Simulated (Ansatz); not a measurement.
A run for Ansatz (a program for electronic structure): U-r2SCAN/def2-TZVPP on MgSi+, 2S+1 = 2, a spin state set in the input, which need not be the lowest, a point of a bond scan (R = 2.713 Å). Charge +1.

Ansatz 0.2 input:
```yaml
crystal:
  periodic: [false, false, false]
  atoms:
    - {symbol: Mg, position_ang: [0.00000000, 0.00000000, 0.00000000]}
    - {symbol: Si, position_ang: [0.00000000, 0.00000000, 2.71302400]}
basis:
  gaussian:
    orbitals: def2-TZVPP
    pivot_positions_ang: [[0.00000000, 0.00000000, 0.00000000], [0.00000000, 0.00000000, 2.71302400]]
hamiltonian:
  xc: {name: r2SCAN}
total_charge: 1
magnetization: {spin_polarized: true, initial_magnetization: 1}
output: {forces: true, orbitals: {seedname: ./end}}
```

Program output:

```
WARN ansatz: RAYON_NUM_THREADS=1 ignored (pool sized by the plan → 1); use --threads N
Functional definition: r2SCAN
integrals: 0.02 GiB planned
576 factors; their error is unknown
mean field: 0.21 GiB planned
mean field evaluation 1: about -13307.0743 eV, gradient 1.7e1 eV
mean field evaluation 2: about -13296.0520 eV, gradient 3.3e1 eV
mean field evaluation 4: about -13310.7905 eV, gradient 2.5e0 eV
mean field evaluation 8: about -13310.8702 eV, gradient 1.4e-1 eV
mean field evaluation 16: about -13310.8555 eV, gradient 2.4e-3 eV
mean field evaluation 32: about -13308.7834 eV, gradient 7.3e0 eV
mean field evaluation 64: about -13309.7912 eV, gradient 9.5e-1 eV
mean field evaluation 96: about -13310.7322 eV, gradient 1.5e0 eV
mean field -13310.85554969 eV, -489.1649190290 hartree, gradient 2.1e-6 eV, S^2 0.868734; 13 other end points of the search recorded, 0 dependent functions left out
the calculation of the forces begins
reference -13310.85556739 eV, -489.1649196797 hartree; 13, 12 occupied and 61, 62 virtual orbitals, 576 factors
Total energy: -13310.85556739 eV, -489.1649196797 hartree
Atom 0 at     0.000000     0.000000     0.000000 Å, force     0.000000    -0.000000    -0.008378 eV/Å
Atom 1 at     0.000000     0.000000     2.713024 Å, force    -0.000000     0.000000     0.008378 eV/Å
Dipole moment:    -0.000000    -0.000000    -0.853817 e Å
```

The calculation finished and met its thresholds. Its determinant has ⟨S²⟩ = 0.87, a mixture of spin states.

Cost: around 22 core-seconds (rough).
